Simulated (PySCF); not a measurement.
Atom-mapped SMILES (the numbers label the heavy atoms): `[CH3:1][CH2:2][SiH2:3][SiH3:4]`; H(Xn) means a hydrogen on atom n.

Geometry: PBE0-D3(BJ)/def2-SVP; GIAO shifts from PySCF, gas phase, non-relativistic, averaged over equivalent atoms.

At BP86/pcSseg-2 (298 basis functions, 81 s wall time on 1 thread of an Arm Neoverse N1, shared host):
```tsv
atoms	δ (ppm)
C1	12.8
C2	6.1
Si3	-67.3
Si4	-117.2
H(Si3)	4.10
H(Si4)	3.58
H(C1)	1.13
H(C2)	1.01
```

Scale: ¹³C (σ = 179.17 ppm), ²⁹Si (σ = 322.05 ppm), ¹H (σ = 31.23 ppm) vs TMS (reference shieldings calculated alike).

Q: What do these become at WP04/pcSseg-2?

A: 
```tsv
atoms	δ at WP04/pcSseg-2	change
C1	14.0	+1.2
C2	7.2	+1.1
Si3	-53.5	+13.8
Si4	-93.3	+23.9
H(Si3)	3.42	-0.68
H(Si4)	3.06	-0.52
H(C1)	1.07	-0.06
H(C2)	0.83	-0.18
```

Scale: ¹³C (172.10 ppm), ²⁹Si (328.00 ppm), ¹H (31.61 ppm) against TMS (reference shieldings calculated alike).

The largest change is at Si4 (silicon bonded to Si, 3 H). Cost: 298 basis functions, 38 s wall time on 1 thread of an Arm Neoverse V2, shared host.
